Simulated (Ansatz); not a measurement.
Consider the formal exchange of groups at the Al–Al bond: `[OH][AlH][AlH2]` + `C=N` → `N=[CH][AlH][OH]` + `[AlH3]`.

Isolated molecules relaxed with PBE0-D4/def2-TZVP in Ansatz; ΔE leaves out vibrations. CCSD(T)/CBS adds triple-zeta CCSD(T) − MP2 to the extrapolated MP2 energy (def2 sets, frozen cores). This one scheme is used for every species. DFT in def2-TZVPP. B3LYP here is the variant with VWN-RPA as its local correlation; programs differ in this. HSE06 is defined as in plane-wave codes. Each species was taken in one conformer, which may not be the lowest.

(1) Is it downhill or uphill in electronic energy at CCSD(T)/CBS, and by how much? (Best estimate.)

(2) What do these levels give: B3LYP-D4, r2SCAN0-D4, B3LYP, r2SCAN0, HSE06, SCS-MP2/def2-QZVPP? (An estimate is asked.)

Largest T1 diagnostic among the species: 0.013.

Results:

(1) Computed: Uphill: ΔE = +0.13 eV.

(2) Ansatz gave: B3LYP-D4 0.09, r2SCAN0-D4 0.13, B3LYP 0.12, r2SCAN0 0.14, HSE06 0.23, SCS-MP2/def2-QZVPP 0.06 eV.

Leaving LDA and LC-ωPBE aside and taking each functional with its dispersion term where it has one, the values, not all of them listed here, spread over 0.21 eV, from B97M-V to HSE06-D4. LDA lies −0.06 eV from PBE without D4. The D4 term adds −0.04 eV with B3LYP and −0.02 eV with PBE0; it sums over pairs of atoms, weighted by their polarisabilities, and B3LYP, whose exchange is more repulsive, gets the larger term.
